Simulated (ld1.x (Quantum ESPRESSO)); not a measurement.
Which change was made? (O, ultrasoft)

```json
{"Element": "O", "Generator": "ld1.x (Quantum ESPRESSO) 7.5", "Type": "ultrasoft", "Functional": "PW91", "Relativity": "scalar-relativistic", "Frozen core": "[He]", "Valence charge": "6", "Reference configuration": "2s2 2p4", "Partial waves": "2s (bound): rcut 0.85, rcutus 1.05 bohr; 2s channel at -1.15 Ry: rcut 0.85, rcutus 1.05 bohr; 2p (bound): rcut 1.05, rcutus 1.40 bohr; 2p channel at 0.35 Ry: rcut 1.05, rcutus 1.40 bohr; 3d channel at -0.05 Ry: rcut 0.95, rcutus 1.05 bohr", "Local potential": "all-electron potential smoothed inside 0.95 bohr (lloc = -1)", "Core correction": "a·sin(br)/r model core inside 1.10 bohr", "Augmentation charge": "PSQ, radius 0.70 bohr"}
```

Cutoffs, loose and tight: the cutoffs (Ry, on a coarse ladder) from which the occupation-weighted sum of valence levels, in a spherical-Bessel basis at the reference potential, stays within 10 and 1 mRy of its value at 400 Ry. They do not see the model core or the augmentation charge, which bear on the density cutoff. Test errors are all-electron minus pseudo excitation energies from the reference, over the configurations 2s2 2p3; 2s2 2p2; 2s2 2p1; 2s2 2p4.3; 2s2 2p0; 2s0 2p6; 2s1 2p5; variants that change the core or the reference have their own tests. The largest error is taken over the tests solved by every variant that gives reliable tests at all, those not shown here included: 2s0 2p6; 2s1 2p5; 2s2 2p1; 2s2 2p2; 2s2 2p3; 2s2 2p4.3.

The base gives: outcome: generated; cutoff, loose: 35 Ry; cutoff, tight: 60 Ry; bound ghosts: none; largest test error (meV): +85.

Question: After one change the result is: outcome: generated; cutoff, loose: 25 Ry; cutoff, tight: 40 Ry; bound ghosts: none; largest test error (meV): +67. Which change was it?
A. all radii but the core radius scaled by about 1.41 (s 1.48, p 1.96, d 1.48 bohr, rcut 1.20/1.48/1.34); local potential all-electron potential smoothed inside 1.34 bohr (lloc = -1); augmentation PSQ, radius 0.98 bohr
B. all radii but the core radius scaled by about 1.11 (s 1.16, p 1.56, d 1.16 bohr, rcut 0.94/1.16/1.06); local potential all-electron potential smoothed inside 1.06 bohr (lloc = -1); augmentation PSQ, radius 0.78 bohr
C. all radii but the core radius scaled by about 0.80 (s 0.84, p 1.12, d 0.84 bohr, rcut 0.68/0.84/0.76); local potential all-electron potential smoothed inside 0.76 bohr (lloc = -1); augmentation PSQ, radius 0.56 bohr
D. all radii but the core radius scaled by about 1.24 (s 1.30, p 1.74, d 1.30 bohr, rcut 1.06/1.30/1.18); local potential all-electron potential smoothed inside 1.18 bohr (lloc = -1); augmentation PSQ, radius 0.86 bohr

Answer: D. The others give: all radii but the core radius scaled by about 1.11 (s 1.16, p 1.56, d 1.16 bohr, rcut 0.94/1.16/1.06); local potential all-electron potential smoothed inside 1.06 bohr (lloc = -1); augmentation PSQ, radius 0.78 bohr → outcome: generated; cutoff, loose: 30 Ry; cutoff, tight: 45 Ry; bound ghosts: none; largest test error (meV): +77 | all radii but the core radius scaled by about 0.80 (s 0.84, p 1.12, d 0.84 bohr, rcut 0.68/0.84/0.76); local potential all-electron potential smoothed inside 0.76 bohr (lloc = -1); augmentation PSQ, radius 0.56 bohr → outcome: generated; cutoff, loose: 55 Ry; cutoff, tight: 100 Ry; bound ghosts: none; largest test error (meV): +176 | all radii but the core radius scaled by about 1.41 (s 1.48, p 1.96, d 1.48 bohr, rcut 1.20/1.48/1.34); local potential all-electron potential smoothed inside 1.34 bohr (lloc = -1); augmentation PSQ, radius 0.98 bohr → outcome: generated; cutoff, loose: 21 Ry; cutoff, tight: 30 Ry; bound ghosts: none; largest test error (meV): -37.
